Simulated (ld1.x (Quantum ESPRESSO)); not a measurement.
## Before and after: TM potential for gold (Au)

ld1.x (Quantum ESPRESSO) 7.5 input, shortened:

```
&input
   title='Au', zed=79., rel=1, dft='BLYP', iswitch=3,
   config='[Xe] 4f14 5d10 6s0 6p1'
 /
 &inputp
   pseudotype=2, tm=.true., lloc=2,
   nlcc=.true.
 /
4
6S  1  0   0.00   0.00  1.90  1.90  0.0
6P  2  1   1.00   0.00  2.45  2.45  0.0
4F  4  3  14.00   0.00  0.90  0.90  0.0
5D  3  2  10.00   0.00  1.80  1.80  0.0
 &test
   configts(1)='4f14 5d10 6s0 6p1'
 /
```

All-electron outer shells of the reference configuration (BLYP, scalar-relativistic, ld1.x):

```json
{"shell": "5s", "level (eV)": "-110.51", "outermost node (bohr)": "0.48", "outermost maximum (bohr)": "0.84"}
{"shell": "4f", "level (eV)": "-83.14", "outermost node (bohr)": "–", "outermost maximum (bohr)": "0.37"}
{"shell": "5p", "level (eV)": "-61.86", "outermost node (bohr)": "0.52", "outermost maximum (bohr)": "0.96"}
{"shell": "5d", "level (eV)": "-8.84", "outermost node (bohr)": "0.56", "outermost maximum (bohr)": "1.21"}
{"shell": "6s", "level (eV)": "-7.34", "outermost node (bohr)": "1.11", "outermost maximum (bohr)": "2.29"}
{"shell": "6p", "level (eV)": "-1.81", "outermost node (bohr)": "1.32", "outermost maximum (bohr)": "3.38"}
```

Change: wave 4f (bound): rc 0.90 bohr becomes 4f (bound): rc 1.20 bohr.

Cutoffs: the cutoffs (Ry, on a coarse ladder) from which the occupation-weighted sum of valence levels, in a spherical-Bessel basis at the reference potential, stays within 10 and 1 mRy of its value at 400 Ry; they do not see the model core or the augmentation charge, which bear on the density cutoff. Errors are all-electron minus pseudo energies relative to the spin-unpolarised reference configuration.

Problem. What does the change do?

Solution. The bound ghosts move from p to p, s; the number of tests that count goes from 7 to 6; of the 6 tests that both files solve, the error grows in 0 and shrinks in 1 by more than 15 % and 0.3 meV (median size 11.4 → 11.4 meV).

| quantity | base | changed |
| --- | --- | --- |
| cutoffs, loose and tight | not determined | over 300 Ry, over 300 Ry |
| bound ghosts | p | s, p |
| tests counted (converged, no solver errors) | 7 of 7 | 6 of 7 |
| error for 4f14 5d10 6s1 6p0, meV [ΔE -5.24 eV] | -0.2 | -0.2 |
| error for 4f14 5d10 6s0 6p0, meV [ΔE 4.23 eV] | -5.0 | -4.9 |
| error for 4f14 5d9 6s0 6p0, meV [ΔE 25.35 eV] | -18 | -18 |
| error for 4f13 5d10 6s1 6p0, meV [ΔE 87.28 eV] | -1770 | -634 |
| error for 4f14 5d9 6s1 6p0, meV [ΔE 6.76 eV] | -20 | -20 |
| error for 4f14 5d10 6s0.5 6p0, meV [ΔE -1.45 eV] | -0.3 | -0.4 |
| s: phases at 2.65 bohr within 0.05 rad from the reference energy up to (Ry; the scan ends near 5) | n/a | n/a |
| p: phases at 2.65 bohr within 0.05 rad from the reference energy up to (Ry; the scan ends near 5) | 4.8 | 4.8 |
| d: phases at 2.65 bohr within 0.05 rad from the reference energy up to (Ry; the scan ends near 5) | to the end of the scan | to the end of the scan |
| f: phases at 2.65 bohr within 0.05 rad from the reference energy up to (Ry; the scan ends near 5) | 1.2 | 1.2 |

Changed file: Tests not counted: 4f14 5d9 6s1 6p1 (solver errors, printed error -2.3 eV). A true bound ghost makes a file unfit for plane-wave use even where its test errors are small: the radial tests pick states by their node count and pass the ghost by. Where a test does run into it, the solver fails or the error is huge.
